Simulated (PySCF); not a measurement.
furan-2-ylsilane (C₄H₆OSi), SMILES c1c([SiH3])occ1. Geometry optimised at ωB97X-D3(BJ)/def2-SVP.

Computed equilibrium geometry at ωB97X-D3(BJ)/def2-SVP (PySCF confirms it by a frequency run) as a Z-matrix, and its point group:
point group Cs.
```
C
O 1 1.3700
C 2 1.3495 1 108.00
C 3 1.3634 2 110.68 1 0.00
C 1 1.3700 2 108.85 3 0.00
H 3 1.0887 2 116.20 1 -180.00
H 4 1.0889 3 126.69 6 0.00
H 5 1.0897 1 125.88 2 -180.00
Si 1 1.8687 2 118.74 3 -180.00
H 9 1.4900 1 106.95 2 180.00
H 9 1.4907 10 109.72 1 120.40
H 9 1.4907 10 109.72 11 119.20
```
Charge 0, spin multiplicity 1.
